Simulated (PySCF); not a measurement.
Magnesium: highly charged ions in a basis for the neutral atom

Mg⁹⁺ [He] 2s1, Mg¹⁰⁺ 1s2. Calculation: PySCF 2.14, in aug-cc-pVDZ; no relativity, point nucleus. No spin-orbit coupling, so a gap to NIST mixes the basis error with missing relativistic terms.

Changed run: basis of the neutral atom used for a highly charged ion. This setting is unsound on purpose.

```json
{"species": "Mg⁹⁺", "method": "UHF", "sound run (hartree)": "not run", "changed run (hartree)": "-149.63483", "converged": "yes"}
{"species": "Mg⁹⁺", "method": "TPSS", "sound run (hartree)": "not run", "changed run (hartree)": "-149.71166", "converged": "yes"}
{"species": "Mg⁹⁺", "method": "M06-L", "sound run (hartree)": "not run", "changed run (hartree)": "-149.72027", "converged": "yes"}
{"species": "Mg¹⁰⁺", "method": "UHF", "sound run (hartree)": "not run", "changed run (hartree)": "-136.60291", "converged": "yes"}
{"species": "Mg¹⁰⁺", "method": "TPSS", "sound run (hartree)": "not run", "changed run (hartree)": "-136.65667", "converged": "yes"}
{"species": "Mg¹⁰⁺", "method": "M06-L", "sound run (hartree)": "not run", "changed run (hartree)": "-136.74637", "converged": "yes"}
```

Ionisation energy of Mg⁹⁺:

```tsv
method	changed run (eV)	NIST (eV)
UHF	354.62	367.49
TPSS	355.24	367.49
M06-L	353.04	367.49
```

The contracted functions were made for the neutral atom and can be too rigid for a highly charged ion.
